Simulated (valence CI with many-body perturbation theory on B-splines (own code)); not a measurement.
**Questions on Ne⁵⁺**

Calculated by configuration interaction combined with many-body perturbation theory (CI+MBPT): three valence electrons over a frozen Dirac-Fock core [He], a basis of 11 s, 11 p, 9 d, 7 f, 5 g, 2 h, 1 i functions for each j, with the one-electron correlation potential Σ1, the two-electron term Σ2, the three-electron term Σ3, Breit, model QED; selected CI, second order for the rest, scaled by the run's own slope (own B-spline code, finite nucleus).

Set against measurement, 28 paired levels are off by 163 cm⁻¹ on average, the worst by 445. These come from a selection out of NIST levels in Podobedova, Fuhr, Reader and Wiese, J. Phys. Chem. Ref. Data 33, 525 (2004). Levels without a partner in it may be off by more. 2 measured levels below the end of the list, from 983000 cm⁻¹ on, found no clear computed partner, and computed levels of the same name lie up to 9623 cm⁻¹ from them.

Rates and lifetimes use the calculated energies. Strong lines usually hold to 10 to 20 %, long lifetimes can be off by a factor of two.

Question: What is the ground level?

Answer: 2s2.2p 2P°_1/2, composition 96 % 2s2.2p 2P° + 3 % 2p3 2P°, g = 0.665.

Question: Where does the other parity begin?

Answer: At 2s.2p2 4P_1/2, 100190 cm⁻¹.

Question: What are the static dipole polarisabilities of the lowest levels?

Answer: 2s2.2p 2P°_1/2 0.474; 2s2.2p 2P°_3/2 0.474 (tensor 0.031) bohr³, of which the core gives 0.00104.

Question: How is the term 2P° of the ground level split?

Answer: J = 1/2 at 0, J = 3/2 at 1306 cm⁻¹.

Question: How well does LS coupling describe the low levels?

Answer: Among the lowest 20 levels the leading LS term, summed over configurations, holds 100 % on average. For single configurations the figures are 97 % in LS and 76 % in jj coupling. Terms hardly mix: every one of these levels is at least 95 % one term.
